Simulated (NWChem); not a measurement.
System: TaClF4; SMILES [F][Ta]([F])([F])([Cl])[F]

The following NWChem deck was run.

```
start job
memory heap 200 mb stack 900 mb global 1100 mb
geometry units angstroms noautoz
  Ta    -0.001935     0.068849     0.000120
  F      0.197211     0.618659     1.774584
  F      1.765481     0.639358    -0.209131
  F     -1.790687     0.567172     0.212348
  F     -0.223076     0.620137    -1.771275
  Cl     0.043891    -2.195465    -0.006269
end
basis spherical
  * library def2-svp
end
ecp
  Ta library def2-ecp
end
dft
  xc becke88 perdew86
  iterations 150
  mulliken
end
task dft energy
```

NWChem printed, in part:

```
             Northwest Computational Chemistry Package (NWChem) 7.3.0
             --------------------------------------------------------

 C2V symmetry detected

                             Geometry "geometry" -> ""
                             -------------------------

 Output coordinates in angstroms (scale by  1.889725989 to convert to a.u.)

  No.       Tag          Charge          X              Y              Z
 ---- ---------------- ---------- -------------- -------------- --------------
    1 Ta                  73.0000     0.00000000     0.00000000     0.15053997
    2 F                    9.0000     1.78534026     0.00000000     0.70120083
    3 F                    9.0000     0.00000000     1.79089233     0.68506440
    4 F                    9.0000     0.00000000    -1.79089233     0.68506440
    5 F                    9.0000    -1.78534026     0.00000000     0.70120083
    6 Cl                  17.0000     0.00000000     0.00000000    -2.11424659

 Effective nuclear repulsion energy (a.u.)    1223.2513210605

      Symmetry information
      --------------------

 Group name             C2v
 Group number             16
 Group order               4
 No. of unique centers     4

 Summary of "ao basis" -> "ao basis" (spherical)
 ------------------------------------------------------------------------------
       Tag                 Description            Shells   Functions and Types
 ---------------- ------------------------------  ------  ---------------------
 Ta                         def2-svp                12       32   6s3p2d1f
 F                          def2-svp                 6       14   3s2p1d
 Cl                         def2-svp                 8       18   4s3p1d

      Symmetry analysis of basis
      --------------------------

        a1         44
        a2         12
        b1         25
        b2         25

            General Information
            -------------------
          SCF calculation type: DFT
          Wavefunction type:  closed shell.
          No. of atoms     :     6
          No. of electrons :    66
           Alpha electrons :    33
            Beta electrons :    33
          Charge           :     0
          Spin multiplicity:     1
          Use of symmetry is: on ; symmetry adaption is: on
          Maximum number of iterations: 150
          AO basis - number of functions:   106
                     number of shells:    44
          Convergence on energy requested:  1.00D-06
          Convergence on density requested:  1.00D-05
          Convergence on gradient requested:  5.00D-04

              XC Information
              --------------
                    Becke 1988 Exchange Functional  1.000
                Perdew 1981 Correlation Functional  1.000 local
                Perdew 1986 Correlation Functional  1.000 non-local

             Grid Information
             ----------------
          Grid used for XC integration:  medium
          Radial quadrature: Mura-Knowles
          Angular quadrature: Lebedev.
          Tag              B.-S. Rad. Rad. Pts. Rad. Cut. Ang. Pts.
          ---              ---------- --------- --------- ---------
          Ta                  1.45      123           8.0       590
          F                   0.50       49           9.0       434
          Cl                  1.00       88           9.0       590
          Grid pruning is: on
          Number of quadrature shells:   309
          Spatial weights used:  Erf1

      Superposition of Atomic Density Guess
      -------------------------------------

 Sum of atomic energies:        -918.41221955

      Non-variational initial energy
      ------------------------------

 Total energy =    -912.737048
 1-e energy   =   -2029.362020
 2-e energy   =     743.386051
 HOMO         =      -0.466729
 LUMO         =       0.011874

      Symmetry analysis of molecular orbitals - initial
      -------------------------------------------------

  Numbering of irreducible representations:

     1 a1          2 a2          3 b1          4 b2

  Orbital symmetries:

     1 a1          2 a1          3 b1          4 a1          5 b2
     6 a1          7 a1          8 b2          9 b1         10 a1
    11 b2         12 b1         13 a1         14 a1         15 a1
    16 b1         17 b2         18 a1         19 a2         20 a1
    21 a1         22 b2         23 b1         24 a1         25 b1
    26 b2         27 a1         28 b1         29 b2         30 a2
    31 a1         32 b1         33 b2         34 a1         35 b2
    36 b1         37 a2         38 a1         39 b2         40 b1
    41 a1         42 a1         43 a1

     ---------------------------------------------
      Total Density - Mulliken Population Analysis
     ---------------------------------------------

    Atom       Charge   Shell Charges
 -----------   ------   -------------------------------------------------------
    1 Ta  13     9.85   0.03 -0.32  1.76  0.55  0.24  0.04  5.50  0.59  0.11  0.94  0.22  0.17
    2 F    9     9.67   1.99  1.15  0.80  3.57  2.15  0.00
    3 F    9     9.67   1.99  1.15  0.80  3.57  2.16  0.00
    4 F    9     9.67   1.99  1.15  0.80  3.57  2.16  0.00
    5 F    9     9.67   1.99  1.15  0.80  3.57  2.15  0.00
    6 Cl  17    17.47   2.00  1.99  1.22  0.72  5.94  2.19  3.39  0.01

   convergence    iter        energy       DeltaE   RMS-Dens  Diis-err
 ---------------- ----- ----------------- --------- --------- ---------
 d= 0,ls=0.0,diis     1   -916.1381898916 -1.29D+03  5.10D-02  3.61D+00
 d= 0,ls=0.0,diis     2   -909.3776734292  6.76D+00  3.84D-02  6.98D+01
 d= 0,ls=0.0,diis     3   -916.5626533823 -7.18D+00  7.61D-03  4.63D-01
 d= 0,ls=0.0,diis     4   -916.5845967014 -2.19D-02  3.79D-03  2.66D-01
 d= 0,ls=0.0,diis     5   -916.6206004574 -3.60D-02  7.22D-04  8.60D-03
  Resetting Diis
 d= 0,ls=0.0,diis     6   -916.6212096288 -6.09D-04  3.63D-04  4.62D-03
 d= 0,ls=0.0,diis     7   -916.6216038549 -3.94D-04  3.53D-04  4.47D-04
 d= 0,ls=0.0,diis     8   -916.6213962054  2.08D-04  2.52D-04  2.63D-03
 d= 0,ls=0.0,diis     9   -916.6216450271 -2.49D-04  3.57D-05  2.21D-05
 d= 0,ls=0.0,diis    10   -916.6216475386 -2.51D-06  1.00D-05  2.77D-06
 d= 0,ls=0.0,diis    11   -916.6216477986 -2.60D-07  2.15D-06  1.35D-07

         Total DFT energy =     -916.621647798577
      One electron energy =    -2031.175809350005
           Coulomb energy =      818.302166552150
    Exchange-Corr. energy =      -76.986925967292
 Nuclear repulsion energy =      373.238920966571

 Numeric. integr. density =       66.000010061276

                  Occupations of the irreducible representations
                  ----------------------------------------------

                     irrep           alpha         beta
                     --------     --------     --------
                     a1               15.0         15.0
                     a2                2.0          2.0
                     b1                8.0          8.0
                     b2                8.0          8.0

                       DFT Final Molecular Orbital Analysis
                       ------------------------------------

 Vector   31  Occ=2.000000D+00  E=-3.566532D-01  Symmetry=a2
              MO Center=  9.4D-15,  3.7D-14,  6.9D-01, r^2= 3.6D+00
   Bfn.  Coefficient  Atom+Function         Bfn.  Coefficient  Atom+Function
  ----- ------------  ---------------      ----- ------------  ---------------
    37      0.350412  2 F  py                50     -0.351104  3 F  px
    64      0.351104  4 F  px                79     -0.350412  5 F  py
    40     -0.235807  2 F  py                53      0.236192  3 F  px
    67     -0.236192  4 F  px                82      0.235807  5 F  py

 Vector   32  Occ=2.000000D+00  E=-3.485015D-01  Symmetry=b1
              MO Center= -5.0D-15, -1.1D-14, -1.7D+00, r^2= 2.3D+00
   Bfn.  Coefficient  Atom+Function         Bfn.  Coefficient  Atom+Function
  ----- ------------  ---------------      ----- ------------  ---------------
    99      0.582623  6 Cl px                96      0.449163  6 Cl px
    93      0.260268  6 Cl px                38     -0.121353  2 F  pz
    80      0.121353  5 F  pz                36      0.118153  2 F  px
    78      0.118153  5 F  px                39     -0.091520  2 F  px
    81     -0.091520  5 F  px                 7     -0.082279  1 Ta px

 Vector   33  Occ=2.000000D+00  E=-3.482501D-01  Symmetry=b2
              MO Center=  7.1D-16,  2.8D-15, -1.7D+00, r^2= 2.3D+00
   Bfn.  Coefficient  Atom+Function         Bfn.  Coefficient  Atom+Function
  ----- ------------  ---------------      ----- ------------  ---------------
   100      0.582343  6 Cl py                97      0.448713  6 Cl py
    94      0.260000  6 Cl py                52     -0.126967  3 F  pz
    66      0.126967  4 F  pz                51      0.115556  3 F  py
    65      0.115556  4 F  py                54     -0.089924  3 F  py
    68     -0.089924  4 F  py                55      0.086245  3 F  pz

 Vector   34  Occ=0.000000D+00  E=-1.227683D-01  Symmetry=b2
              MO Center= -1.5D-14, -1.5D-14, -8.2D-02, r^2= 2.2D+00
   Bfn.  Coefficient  Atom+Function         Bfn.  Coefficient  Atom+Function
  ----- ------------  ---------------      ----- ------------  ---------------
    17      0.918607  1 Ta d -1             100      0.251115  6 Cl py
    51     -0.184992  3 F  py                65     -0.184992  4 F  py
    54      0.174632  3 F  py                68      0.174632  4 F  py
    97      0.171980  6 Cl py                 8      0.154897  1 Ta py
    52      0.143712  3 F  pz                66     -0.143712  4 F  pz

 Vector   35  Occ=0.000000D+00  E=-1.218490D-01  Symmetry=b1
              MO Center= -1.3D-14, -5.7D-14, -8.4D-02, r^2= 2.2D+00
   Bfn.  Coefficient  Atom+Function         Bfn.  Coefficient  Atom+Function
  ----- ------------  ---------------      ----- ------------  ---------------
    19      0.917620  1 Ta d  1              99     -0.252663  6 Cl px
    36      0.188696  2 F  px                78      0.188696  5 F  px
    39     -0.178035  2 F  px                81     -0.178035  5 F  px
    96     -0.172626  6 Cl px                 7     -0.158455  1 Ta px
    38     -0.139121  2 F  pz                80      0.139121  5 F  pz

 Vector   36  Occ=0.000000D+00  E=-1.212153D-01  Symmetry=a2
              MO Center=  2.8D-16,  4.3D-14,  2.3D-01, r^2= 1.7D+00
   Bfn.  Coefficient  Atom+Function         Bfn.  Coefficient  Atom+Function
  ----- ------------  ---------------      ----- ------------  ---------------
    16      0.963164  1 Ta d -2              37      0.188836  2 F  py
    50      0.189678  3 F  px                64     -0.189678  4 F  px
    79     -0.188836  5 F  py                40     -0.149973  2 F  py
    53     -0.150574  3 F  px                67      0.150574  4 F  px
    82      0.149973  5 F  py                21      0.029088  1 Ta d -2

     ---------------------------------------------
      Total Density - Mulliken Population Analysis
     ---------------------------------------------

    Atom       Charge   Shell Charges
 -----------   ------   -------------------------------------------------------
    1 Ta  13    11.83   0.04 -0.34  1.88  0.47  0.33 -0.02  5.61  0.56  0.22  2.36  0.44  0.27
    2 F    9     9.26   1.99  1.14  0.81  3.32  2.00  0.00
    3 F    9     9.26   1.99  1.14  0.81  3.32  2.00  0.00
    4 F    9     9.26   1.99  1.14  0.81  3.32  2.00  0.00
    5 F    9     9.26   1.99  1.14  0.81  3.32  2.00  0.00
    6 Cl  17    17.15   2.00  1.98  1.29  0.68  5.93  2.16  3.09  0.02

     -------------------------------------------
      Total Density - Lowdin Population Analysis
     -------------------------------------------

    Atom       Charge   Shell Charges
 -----------   ------   -------------------------------------------------------
    1 Ta  13    12.99   0.00  0.03  1.09  0.79  0.35  0.14  4.97  1.29  0.47  2.18  1.11  0.55
    2 F    9     9.06   1.98  1.03  0.76  3.19  2.10  0.01
    3 F    9     9.06   1.98  1.03  0.76  3.19  2.10  0.01
    4 F    9     9.06   1.98  1.03  0.76  3.19  2.10  0.01
    5 F    9     9.06   1.98  1.03  0.76  3.19  2.10  0.01
    6 Cl  17    16.77   2.00  1.96  1.03  0.73  5.82  2.26  2.96  0.02

     Multipole analysis of the density
     ---------------------------------

     L   x y z        total         alpha         beta         nuclear
     -   - - -        -----         -----         ----         -------
     0   0 0 0      0.000000    -33.000000    -33.000000     66.000000

     1   1 0 0     -0.000000     -0.000000     -0.000000      0.000000
     1   0 1 0      0.000000      0.000000      0.000000     -0.000000
     1   0 0 1     -0.492670      8.288044      8.288044    -17.068757

     2   2 0 0    -44.028165   -124.457057   -124.457057    204.885948
     2   1 1 0      0.000000      0.000000      0.000000      0.000000
     2   1 0 1      0.000000      0.000000      0.000000      0.000000
     2   0 2 0    -44.102519   -125.132381   -125.132381    206.162243
     2   0 1 1      0.000000      0.000000      0.000000     -0.000000
     2   0 0 2    -39.837826   -187.014711   -187.014711    334.191595
```

Level: BP86/def2-SVP with def2 effective core potentials on Ta. Structure relaxed at the PBE0/def2-SVP level. Not confirmed as a minimum by frequencies. def2 effective core potentials on Ta; no spin-orbit coupling.
